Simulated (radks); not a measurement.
Excited configurations of Pt IV: one electron is placed in a higher orbital outside [Xe] 4f14 5d6. The ground configuration is [Xe] 4f14 5d7. All-electron calculation, scalar-relativistic Kohn-Sham, BLYP, spin-polarised, spherical densities, finite nucleus; open shells are filled with parallel spins first (spin-orbit coupling, left out, can overturn this in heavy ions); Fermi nuclear charge, rms radius 5.427 fm. Program: a radial shooting solver on a logarithmic mesh with Libxc functionals. Excitation = E - E(ground); binding = E(ion) - E, where the ion is the core of charge +4; n* = 4/sqrt(2 binding) in atomic units, and the quantum defect is n - n*.

outer orbital  excitation (eV)  binding (eV)     n*  eigenvalue (eV)
5f                      28.503        15.586  3.737          -12.631
6s                       4.639        39.449  2.349          -34.761
6p                      14.559        29.529  2.715          -25.689
6f                      33.771        10.317  4.594           -8.890
7s                      25.243        18.846  3.399          -16.870
7p                      28.489        15.599  3.736          -13.906
7d                      32.722        11.367  4.376           -9.996
7f                      36.916         7.173  5.509           -6.312

The Delta-SCF ionisation energy is 44.088 eV (NIST Atomic Spectra Database: 43 eV, theoretical). Self-interaction in the functional shifts the binding energies and quantum defects, so they are the method's values and not measured ones. Open shells are spherical and high-spin; term and fine-structure splittings are not resolved. Spin-orbit splitting is averaged out at the scalar-relativistic level.
